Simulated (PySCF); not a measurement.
**How methods differ on the excitation energy of I+**

I+ [Kr] 4d10 5s2 5p4 (3P) → I+ [Kr] 4d10 5s2 5p3 5d1 (5D), as a difference of total energies. Calculation: PySCF 2.14, in aug-cc-pVDZ-PP with ECP28MDF (5s4p3d, 32 functions); a scalar-relativistic core potential. Correlated levels: valence: 4s2 4p6 4d10 frozen. The calculations carry no spin-orbit coupling.

```
           method  excitation energy (eV)  error (eV)
              UHF                   9.822      -0.478
    MP2 (valence)                  10.275      -0.025
SCS-MP2 (valence)                  10.292      -0.008
   CCSD (valence)                  10.298      -0.002
CCSD(T) (valence)                  10.310      +0.010
  CCSDT (valence)                  10.312      +0.012
```

Reference: 10.300 eV (measured; NIST levels, between the centres of gravity of the two terms).

Errors of the correlated levels include the incompleteness of this basis and the frozen core.
